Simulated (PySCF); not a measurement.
B3LYP has the VWN-RPA correlation part, as in Gaussian. 

```xyz
11

C      1.8180     0.1206    -0.3280
C      0.5913     0.5903    -0.1467
C     -0.4781    -0.1115     0.6382
C     -1.6879    -0.4248    -0.2146
O     -2.2183    -1.5013    -0.2740
H      2.5515     0.6667    -0.9063
H      2.1331    -0.8240     0.0996
H      0.3136     1.5406    -0.5941
H     -0.1148    -1.0356     1.0877
H     -0.8299     0.5479     1.4439
H     -2.0786     0.4312    -0.8056
```

Charge 0, multiplicity 1.

Task: Give the Mulliken and meta-Löwdin atomic charges from B3LYP-D3(BJ)/def2-TZVP in PySCF.

Result: 
```
atom  Mulliken (e)  meta-Löwdin (e)
----  ------------  ---------------
C1           -0.26            -0.25
C2           -0.12            -0.10
C3           -0.08            -0.24
C4            0.10             0.30
O5           -0.25            -0.39
H6            0.12             0.12
H7            0.11             0.12
H8            0.11             0.11
H9            0.10             0.13
H10           0.11             0.13
H11           0.06             0.07
```
